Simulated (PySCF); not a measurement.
C₄H₈Au₂S₂, SMILES [Au][S]CCCC[S][Au], multiplicity 1.

The structure is a stationary point at PBE-D3(BJ)/def2-SVP. The spin state was assumed, not searched. The def2 effective core potentials stand for the cores of Au; spin–orbit coupling is left out. Other conformers were not sampled.

These are PBE/def2-SVP (PySCF) values and carry that method's errors.

Symmetry labels are those of the subgroup C2h that the program uses (full group C2h).

Computed valence orbital energies around the gap with their symmetry:
```tsv
orbital	symmetry	energy (eV)
HOMO−7	Bu	-7.17
HOMO−6	Au	-7.16
HOMO−5	Bg	-7.16
HOMO−4	Ag	-7.16
HOMO−3	Bu	-6.45
HOMO−2	Ag	-6.43
HOMO−1	Bg	-5.18
HOMO	Au	-5.18
LUMO	Bu	-3.83
LUMO+1	Ag	-3.71
LUMO+2	Bu	-0.81
LUMO+3	Ag	-0.66
```
